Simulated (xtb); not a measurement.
xtb input (GFN2-xTB):

```bash
xtb mol.xyz --gfn 2 --ohess tight --chrg -1 --uhf 0
```
mol.xyz:
```
11

C     -1.93213903     0.59867332    -0.05175084
Si    -0.96936549    -0.82285312    -0.19298932
O      0.75200017    -0.68770259    -0.08086171
Si     1.49103558     0.74973746     0.22960886
H     -2.32082740     0.92741536     0.95099875
H     -2.17892118     1.32141178    -0.88222340
H     -1.07657346    -1.42225693    -1.59181123
H     -1.22115170    -1.91728013     0.76566004
H      1.32563659     1.79473028    -0.76575193
H      2.91684393     0.46469548     0.30350722
H      1.10182844     1.41238434     1.60080591
```

End of the output:

```
optimized geometry written to: xtbopt.xyz

           -------------------------------------------------
          | TOTAL ENERGY              -13.468801456451 Eh   |
          | TOTAL ENTHALPY            -13.395019817218 Eh   |
          | TOTAL FREE ENERGY         -13.436869067081 Eh   |
          | GRADIENT NORM               0.000190442270 Eh/α |
          | HOMO-LUMO GAP               2.727786881547 eV   |
           -------------------------------------------------

------------------------------------------------------------------------
------------------------------------------------------------------------
 total:
 SCF:
 ANC optimizer:
 analytical hessian:
```

It need not be the lowest isomer of its formula. Whether it binds its extra electron was not tested at this geometry.
